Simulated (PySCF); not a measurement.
Job for PySCF: R-HF/3-21G on CH2O3 (a complex), monomers drawn apart or pushed together.

```python
from pyscf import gto, scf, dft, mp
from pyscf.data.elements import chemcore

mol = gto.M(
    atom='''
    O     0.36048348   -0.03780729    0.39010603
    H    -0.06909815    0.59331809   -0.19604100
    H     0.40219371   -0.86639545   -0.09790964
    O     0.38160000   -1.08201805    3.62428210
    C     0.03396328    0.02177420    3.54790701
    O    -0.32111322    1.12531159    3.51794688
    ''',
    basis='3-21g',
    charge=0, spin=0, verbose=3, max_memory=1800)
mf = scf.RHF(mol)
mf.conv_tol = 1e-8
mf.max_cycle = 100
mf.kernel()
if not mf.converged:
    mf = mf.newton().run(mf.mo_coeff, mf.mo_occ)
```

Output:

```
converged SCF energy = -262.153977023447
```

The calculation finished and met its thresholds.

Cost: about 0.3 core-seconds (a rough figure).
